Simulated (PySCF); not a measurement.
AlFH4O2SSi, SMILES [OH][Al]([OH])[S][SiH2]F. The structure is a stationary point at B3LYP-D3(BJ)/def2-SVP. The structure was generated by enumeration; whether it is a known compound was not checked. One conformer was computed; it need not be the lowest.

**Question.** Give the equilibrium geometry at B3LYP-D3(BJ)/def2-SVP (PySCF confirms it by a frequency run) as Cartesian coordinates in Å. (The exact figures need the calculation; the answer reports its results.)

**Answer.** Several could match; the one computed here: 
```xyz
10

Si    -1.8021    -0.3873     0.0955
F     -0.6135    -0.6492    -1.1501
S     -0.5424     0.6084     1.4209
Al     0.9652     0.1007    -0.2352
O      1.5750     1.3609    -1.2044
O      1.9210    -1.2703     0.0811
H     -2.2682    -1.7504     0.4404
H     -2.8673     0.3870    -0.5858
H      1.2629     2.2687    -1.2174
H      2.7865    -1.4080    -0.3134
```
